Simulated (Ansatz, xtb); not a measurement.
Species: RbF, charge 1, multiplicity 2. SMILES of the parent species: [F][Rb]
Coordinates optimised at B3LYP-D3(BJ)/def2-TZVP (Ansatz, an electronic-structure program):
```
Rb
F 1 3.4570
```
Charge +1, spin multiplicity 2.

Harmonic wavenumbers from GFN2-xTB (xtb, at its own minimum), cm⁻¹: 72.

Problem. Give the harmonic wavenumbers at B3LYP-D3(BJ)/def2-TZVP (Ansatz, finite differences of forces, unscaled).

Solution. 31 cm⁻¹. Zero-point energy 0.0 kcal/mol.
